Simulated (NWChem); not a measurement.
A series in which one site is exchanged, each optimised at PBE0/def2-SVP with NWChem, gas phase unless a solvent is named. For some, no frequency run checked for a minimum. def2 effective core potentials on Sn; no spin-orbit coupling.

A: C[SiH](F)F (CH4F2Si; site = Si)
B: CC(F)F (C$_{2}$H$_{4}$F$_{2}$; site = C)
C: [CH3][GeH]([F])[F] (CH$_{4}$F$_{2}$Ge; site = Ge)
D: [CH3][SnH]([F])[F] (CH$_{4}$F$_{2}$Sn; site = Sn)

Values for A:

| Quantity | Value |
|---|---|
| dipole (D), PBE0/def2-SVP | 2.27 |
| vertical ionisation energy, ΔSCF, PBE0/def2-SVP (eV) | 11.81 |
| static polarisability, PBE0/def2-SVPD (bohr³) | 37.6 |
| lowest singlet excitation, PBE0/def2-SVPD, TDA (eV) | 8.73 |

### Question
How do these values change for the other members?

### Answer
```
change from A                                             B      C      D
----------------------------------------------------  -----  -----  -----
dipole (D), PBE0/def2-SVP                             -0.20  +0.91  +1.82
vertical ionisation energy, ΔSCF, PBE0/def2-SVP (eV)  +0.37  -0.08  -0.49
static polarisability, PBE0/def2-SVPD (bohr³)          -8.5   +3.7  +12.0
lowest singlet excitation, PBE0/def2-SVPD, TDA (eV)   +0.52  -0.37  -1.28
```
